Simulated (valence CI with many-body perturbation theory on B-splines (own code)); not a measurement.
Sn XXIX: one-electron terms

Computed by configuration interaction combined with many-body perturbation theory (CI+MBPT): four valence electrons over a frozen Dirac-Fock core [Ar], radial functions for each j: 7 s, 7 p, 8 d, 6 f, 4 g, 1 h, with the one-electron correlation potential Σ1, the two-electron term Σ2, the three-electron term Σ3, Breit, model QED; selected CI, second order for the rest, scaled by the run's own slope (own B-spline code, finite nucleus).

The last digits are not significant, and no measured levels were compared; by estimate large intervals hold to a few tenths of a per cent, small ones and those within an open d or f shell to about a per cent. Only levels of the ground parity were solved; by the run's estimate the other parity begins above the list, which can be wrong where configurations are misplaced.

These are the spectroscopic orbitals of the CI (the correlating ones are not listed), shaped by the core and the other valence electrons. h is the expectation value of the core's Dirac-Fock operator, without the valence repulsion; Σ1 is computed up to l = 3 at one energy for each symmetry, that of its lowest orbital but kept below the first core excitation, so for empty shells it is not the orbital's own correlation shift; Breit and QED include the response of the core.

| Orbital | h (hartree) | Σ1 (cm⁻¹) | Breit (cm⁻¹) | QED (cm⁻¹) | ⟨r⟩ (bohr) |
| --- | --- | --- | --- | --- | --- |
| 4s1/2 | -40.127 | -7364 | 3004 | 2180 | 0.6357 |
| 5s1/2 | -24.368 | -2750 | 1442 | 1061 | 1.045 |
| 6s1/2 | -16.379 | -1363 | 788 | 587 | 1.561 |
| 4p1/2 | -38.464 | -9314 | 4735 | -108 | 0.6355 |
| 5p1/2 | -23.555 | -3415 | 2335 | -51.1 | 1.054 |
| 6p1/2 | -15.924 | -1682 | 1300 | -27.9 | 1.580 |
| 4p3/2 | -37.771 | -8969 | 2977 | 113 | 0.6482 |
| 5p3/2 | -23.224 | -3359 | 1470 | 57.3 | 1.070 |
| 6p3/2 | -15.74 | -1668 | 854 | 32.5 | 1.599 |
| 3d3/2 | -67.662 | -21711 | 6106 | -618 | 0.2789 |
| 4d3/2 | -35.326 | -9108 | 2130 | -165 | 0.6277 |
| 5d3/2 | -22.06 | -3559 | 1043 | -76.1 | 1.070 |
| 3d5/2 | -67.227 | -20982 | 2813 | -360 | 0.2816 |
| 4d5/2 | -35.175 | -8925 | 1034 | -83.4 | 0.6310 |
| 5d5/2 | -21.986 | -3476 | 501 | -37.0 | 1.074 |
| 4f5/2 | -32.946 | -19229 | 146 | -89.3 | 0.5778 |
| 5f5/2 | -20.974 | -8015 | 66.5 | -44.0 | 1.036 |
| 4f7/2 | -32.9 | -17551 | -177 | -60.8 | 0.5791 |
| 5f7/2 | -20.948 | -7284 | -75.8 | -29.1 | 1.037 |
| 5g7/2 | -20.395 |  | 8.4 | -9.0 | 0.9395 |
| 5g9/2 | -20.384 |  | -19.0 | -2.2 | 0.9402 |

Among the shells of the start configuration 3d4, Σ1 is largest in size for 3d3/2, where it is 0.15 % of h.

Lowest root of each symmetry, sizes in configuration state functions:

```csv
J,Parity,Roots,Reference,Variational,Second order,Change by selected CI (cm⁻¹),Change by second order (cm⁻¹)
0,even,5,37,4381,12746,-9762,-1
1,even,4,93,11245,14258,-8392,-1
2,even,8,133,16542,35834,-8083,-1
3,even,6,136,17847,24493,-8389,-1
4,even,7,121,17310,40042,-9450,-2
5,even,2,88,13476,2363,-9841,-4
6,even,2,56,10701,1255,-9999,-2
```
